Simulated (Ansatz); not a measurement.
Total energies of F3H4NO2Si2 (`O[SiH](O)N[Si](F)(F)F`).

```
atom   x (Å)   y (Å)   z (Å)
  O1   1.883   0.064  -0.091
 Si2   0.570   0.541  -0.933
  O3   0.344  -0.176  -2.386
  N4  -0.833   0.100  -0.033
 Si5  -0.931  -0.338   1.586
  F6   0.096  -1.484   1.947
  F7  -2.382  -0.860   1.903
  F8  -0.614   0.838   2.583
  H9   1.936  -0.846   0.210
 H10   0.752   1.995  -1.107
 H11   0.875   0.131  -3.122
 H12  -1.695   0.034  -0.558
```

Charge 0, multiplicity 1. Geometry: relaxed with PBE0-D4/def2-TZVP. It is one conformer, not always the lowest. Basis def2-TZVPP, Ansatz.

RPA on PBE orbitals: Hartree–Fock energy of these orbitals -1083.26078 Eh, correlation -2.51773 Eh (frozen core).

```
             functional  energy without D4 (Eh)  D4 term (kJ/mol)
            LDA (SPW92)             -1081.04526                 –
                    PBE             -1085.95629             -32.2
                   BLYP             -1086.69993             -70.3
                 r2SCAN             -1086.50542              -8.0
                 B97M-V             -1086.46519                 –
                   PBE0             -1086.01899             -27.4
                  B3LYP             -1086.81131             -51.9
                r2SCANh             -1086.47464              -8.6
                r2SCAN0             -1086.43036              -9.5
HSE06 (plane-wave form)             -1085.98507             -25.6
                LC-ωPBE             -1086.30929                 –
                ωB97M-V             -1086.61657                 –
                 B2PLYP             -1086.25367                 –
               PBE-QIDH             -1085.80483                 –
```

Give the same for revPBE, BHLYP, CAM-B3LYP, ωB97X-V. (An estimate is asked.)

The calculation gave: 
```
functional  energy without D4 (Eh)  D4 term (kJ/mol)
    revPBE             -1086.45095             -94.1
     BHLYP             -1086.57521             -40.2
 CAM-B3LYP             -1086.66423             -27.9
   ωB97X-V             -1086.51263                 –
```

B3LYP takes the VWN-RPA correlation (the form of Gaussian; ORCA's B3LYP/G). HSE06 is the plane-wave form, built on full-range PBE exchange. The double hybrids freeze the cores in their second-order part.

LC-ωPBE has ω = 0.4 bohr⁻¹.
